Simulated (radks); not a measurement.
Results of a calculation; reference values are marked as such.
Question: The mean radii <r> (bohr) of the occupied orbitals of an atom or ion are listed with their occupations. Code: a radial shooting solver on a logarithmic mesh with Libxc functionals. Model: scalar-relativistic Kohn-Sham, PBE, spin-polarised, spherical densities, finite nucleus; Fermi nuclear charge, rms radius of each element as measured or else 0.836 A^(1/3) + 0.57 fm.

| orbital | occ. | <r> |
|---|---|---|
| 1s down | 1 | 0.02410 |
| 1s up | 1 | 0.02410 |
| 2s up | 1 | 0.1031 |
| 2s down | 1 | 0.1031 |
| 2p up | 3 | 0.09055 |
| 2p down | 3 | 0.09055 |
| 3s up | 1 | 0.2724 |
| 3s down | 1 | 0.2723 |
| 3p up | 3 | 0.2705 |
| 3p down | 3 | 0.2704 |
| 3d up | 5 | 0.2476 |
| 3d down | 5 | 0.2475 |
| 4s up | 1 | 0.6215 |
| 4s down | 1 | 0.6213 |
| 4p up | 3 | 0.6578 |
| 4p down | 3 | 0.6576 |
| 4d up | 5 | 0.7229 |
| 4d down | 5 | 0.7229 |
| 5s up | 1 | 1.464 |
| 5s down | 1 | 1.473 |
| 5p up | 3 | 1.673 |
| 5p down | 3 | 1.685 |
| 4f up | 2 | 1.007 |

Name the element and its charge. Open shells, if any, are filled with parallel spins first.

Answer: Z = 59, praseodymium, charge +3: Pr3+ in [Xe] 4f2. The 1s radius gives Z: for a bare nucleus <r> = (2 gamma + 1)/(2Z) with gamma = sqrt(1 - (Z/c)^2), 0.02377 bohr for Z = 59, and screening makes it slightly larger (0.02410 here). The occupations add up to 56, and the charge is Z minus that.
